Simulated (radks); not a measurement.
Results of a calculation; reference values are marked as such.
All-electron atom: Ag I in [Kr] 4d10 5s1.

Code: a radial shooting solver on a logarithmic mesh with Libxc functionals. Model: non-relativistic Kohn-Sham, r2SCAN, spin-polarised, spherical densities, point nucleus; open shells are filled with parallel spins first (spin-orbit coupling, left out, can overturn this in heavy ions); meta-GGA in the generalised Kohn-Sham scheme; relativity is left out, which matters for an element this heavy.

Energy parts (hartree):
part                        energy
total                  -5200.07617
kinetic                 5197.89147
electron-nucleus      -12384.42669
Hartree                 2132.79812
exchange-correlation    -146.33907

Orbitals (lengths in bohr, moments of r in powers of bohr; r(90%) holds 90 % of the orbital's charge):
orbital  occ.  eigenvalue (hartree)  r(90%)   <1/r>      <r>      <r^4>
1s up       1             -903.1303  0.0576   46.47  0.03240  4.997e-06
1s down     1             -903.1298  0.0576   46.47  0.03240  4.997e-06
2s up       1             -130.7307   0.216   10.59   0.1404  0.0009158
2s down     1             -130.7315   0.216   10.59   0.1404  0.0009158
2p up       3             -121.5355   0.195   10.57   0.1200  0.0006059
2p down     3             -121.5359   0.195   10.57   0.1201  0.0006059
3s up       1             -24.04949   0.559   3.776   0.3803    0.04171
3s down     1             -24.04908   0.559   3.776   0.3802    0.04170
3p up       3             -20.32372   0.559   3.685   0.3726    0.04159
3p down     3             -20.32338   0.559   3.685   0.3726    0.04159
3d up       5             -13.47054   0.545   3.525   0.3456    0.03772
3d down     5             -13.47062   0.545   3.525   0.3456    0.03772
4s up       1              -3.31973    1.37   1.443   0.9458      1.555
4s down     1              -3.32061    1.37   1.443   0.9457      1.551
4p up       3              -2.14541    1.51   1.325    1.018      2.257
4p down     3              -2.14603    1.51   1.326    1.017      2.234
4d up       5              -0.30101    2.29  0.9749    1.406      14.29
4d down     5              -0.29458    2.23  0.9873    1.378      12.20
5s up       1              -0.16634    5.03  0.3832    3.309      273.7
5s down     0              -0.11126    5.23  0.3819    3.374      330.1

The highest occupied level is 5s up at -4.526 eV. Spin moment in Bohr magnetons: 1. Virial ratio -V/T = 2.00042. The spin density at the nucleus is 7.098 e/bohr^3 (1s 0.055, 2s 0.054, 3s -0.003, 4s 0.057, 5s 6.935). The density falls to 0.001 e/bohr^3 at r = 4.30 bohr. Summed over all electrons, <r^2> = 48.74 bohr^2, which gives a Langevin (diamagnetic) susceptibility term of -38.6 x 10^-6 cm^3/mol. The electron density at the nucleus is 7.281e+04 e/bohr^3.
